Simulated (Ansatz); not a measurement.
Two isomers of C2H9SbSi: A = `[CH3][Sb]([CH3])[SiH3]`, B = `CC[SiH2][SbH2]`.

Computed with Ansatz on PBE0-D4/def2-TZVP structures; ΔE is electronic, products minus reactants. CCSD(T)/CBS is the MP2 limit (def2-TZVPP, def2-QZVPP) plus CCSD(T) − MP2 in def2-TZVPP, frozen cores. DFT in def2-TZVPP. B3LYP here is the variant with VWN-RPA as its local correlation; programs differ in this. Elements past krypton have def2 core potentials. For Sb outer-core shells are correlated without core-valence functions, which leaves a few kJ/mol of doubt a bond. Each species was taken in one conformer, which may not be the lowest.

Which is lower in electronic energy at CCSD(T)/CBS, and by how much? (Best estimate.)

Computed: A, by 10.7 kJ/mol.

Give E(B) − E(A) in kJ/mol with PBE-D4, B2PLYP, MP2/def2-TZVPP, CCSD/def2-TZVPP, B3LYP-D4, B3LYP, CCSD(T)/def2-TZVPP. (Best estimate.)

Computed: PBE-D4 3.0, B2PLYP 6.1, MP2/def2-TZVPP 11.9, CCSD/def2-TZVPP 2.5, B3LYP-D4 4.1, B3LYP 3.2, CCSD(T)/def2-TZVPP 5.3. None reverses the order clearly.

Largest T1 diagnostic: 0.012.

From PBE to PBE0 (25 % exact exchange), in def2-TZVPP and without D4, E(B) − E(A) moves by −4.2 kJ/mol. In def2-TZVPP, CCSD(T) changes the Hartree–Fock value by +9.9 kJ/mol (the triples alone add +2.8 kJ/mol) and MP2 by +16.6 kJ/mol.
